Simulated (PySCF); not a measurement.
These are PySCF with PBE-D3(BJ)/def2-TZVP // PBE0-D3(BJ)/def2-TZVP values and carry that method's errors. Gas-phase values, no solvent. One relaxed conformer stands for a flexible species; it need not be the lowest. Excitations are Tamm–Dancoff values on a coarser integration grid. The basis has no diffuse functions, so Rydberg states are missing or too high.

Reference species (SMILES): `[C-]#[N+]C=C=C` (neutral, multiplicity 1).

The T1 excitation (TDA) is 4.00 eV, the S1 excitation (TDA) is 5.18 eV and the S1–T1 gap (TDA) comes out as 1.18 eV. The HOMO–LUMO gap comes out as 4.77 eV.

After one change: the T1 excitation (TDA) falls by 0.15 eV; the S1 excitation (TDA) decreases by 0.93 eV; the S1–T1 gap (TDA) drops by 0.78 eV; the HOMO–LUMO gap falls by 0.65 eV.

What was changed between the two runs? The new species is one of these.
A) `C=C=CC=C`
B) `C=C=COC`
C) `C=C=[CH][GeH3]`
D) `C=C=CC=O`

B, `C=C=COC`
